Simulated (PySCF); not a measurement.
Compound: C6H10FPS.
Z-matrix (Å and degrees, PBE0-D3(BJ)/def2-SVP geometry), rows numbered from 1:
```
C 
C   1  1.5187
P   2  1.8340  1  116.50
S   3  1.9445  2  112.47  1   177.57
C   3  1.8047  2  106.46  1   -50.74
C   5  1.3366  3  110.34  2   101.68
F   6  1.3242  5  124.21  3  -179.92
C   6  1.4963  5  119.96  3    -1.03
C   8  1.5314  6  107.30  5    10.61
H   1  1.1000  2  110.56  3   177.33
H   1  1.1013  2  111.88  3   -63.42
H   1  1.1006  2  111.60  3    57.60
H   2  1.1017  1  112.06  3  -120.65
H   2  1.1022  1  112.36  3   120.43
H   5  1.0902  3  125.05  2   -79.24
H   8  1.1023  6  109.60  5   133.15
H   8  1.1034  6  108.81  5  -111.08
H   9  1.0995  3  104.40  2   145.77
H   9  1.0992  3  111.29  2    29.91
```

The closed-shell ground state was solved at several levels (PySCF, density fitting, gas phase, non-relativistic).

```json
{"level": "PBE0/pcSseg-1", "basis functions": "217", "HOMO (eV)": "-6.36", "LUMO (eV)": "-0.55", "gap (eV)": "5.81", "dipole (D)": "4.85"}
{"level": "B3LYP/def2-SVPD", "basis functions": "274", "HOMO (eV)": "-6.15", "LUMO (eV)": "-0.88", "gap (eV)": "5.27", "dipole (D)": "4.82"}
```

Task: What might HF/pcSseg-1 (217 basis functions) give for the same quantities?

Result: HOMO -8.94 eV, LUMO 3.18 eV, gap 12.12 eV, dipole 5.32 D.

Task: Over all these levels, which gives the widest orbital gap and which the narrowest?

Result: HF/pcSseg-1 (Hartree–Fock, all exact exchange) has the widest, 12.12 eV, and B3LYP/def2-SVPD (global hybrid, 20 % exact exchange) the narrowest, 5.27 eV. Functional and basis both differ between the two, so the spread mixes both effects. The HOMO need not be the same orbital at Hartree–Fock and at DFT levels.

Task: How far do the dipole and the HOMO energy spread over the levels?

Result: The dipole runs from 4.82 to 5.32 D (mean 5.00 D) and the HOMO from -8.94 to -6.15 eV.

One conformer stands for the species.
